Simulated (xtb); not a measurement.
B(F)(Cl)(vinyl) (C₂H₃BClF), SMILES C=CB(F)Cl. All values are semi-empirical tight-binding results from xtb (GFN2-xTB unless named), good for trends rather than for accurate numbers. Coordinates come from a GFN2-xTB optimisation. The values are those of a single conformer.

Estimate the properties. (An estimate is asked for; the answer gives what the named calculation found.)


| Item | Result |
|---|---|
| point group as xtb finds it | Cs |
| orbital gap | 3.69 eV |
| dipole moment | 2.25 D |
| zero-point energy | 30.5 kcal/mol |
| G − E(el) at 298.15 K (modified RRHO) | 11.8 kcal/mol |
| static polarisability (D4 model) | 52.2 bohr³ |
| solvation energy, GFN2-xTB/ALPB(water) | -2.0 kcal/mol |
| solvation energy, GFN2-xTB/ALPB(dmso) | -4.6 kcal/mol |
